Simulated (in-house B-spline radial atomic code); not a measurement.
A fraction x of an electron is removed from 5p in Nd VI (Nd5+), starting from [Kr] 4d10 4f2 5s2 5p5 and keeping the highest spin. Level of theory: scalar-relativistic (X2C) revTPSS, spin-polarised, spherical fractional occupations, Fermi nucleus of rms radius 4.9123 fm; calculated with a B-spline radial code for spherical atoms.

```
   x  E(x) - E(0) (eV)  5p down level (eV)
   0            0.0000             -75.415
0.09            6.8405             -76.596
0.18           13.7873             -77.779
 0.3           23.2155             -79.358
0.49           38.5313             -81.861
 0.5           39.3505             -81.993
0.51           40.1711             -82.125
0.73           58.5577             -85.026
0.78           62.8255             -85.686
0.95           77.5826             -87.927
   1           81.9954             -88.586
```

The exact functional would give a straight line between the two integer points. Deviations E(x) - E(0) - x[E(1) - E(0)], in eV: -0.539 at x = 0.09, -0.972 at x = 0.18, -1.383 at x = 0.3, -1.646 at x = 0.49, -1.647 at x = 0.5, -1.647 at x = 0.51, -1.299 at x = 0.73, -1.131 at x = 0.78, -0.313 at x = 0.95.

The curve lies below the straight line by up to 1.647 eV (at x = 0.5): convex, the delocalisation error that favours fractional charges.

**Question.** How well does Slater's transition state (minus the level at half occupation) give the ionisation energy?

**Answer.** It gives 81.993 eV against 81.995 eV from the two total energies; NIST lists 84.00 eV, ground level to ground level.
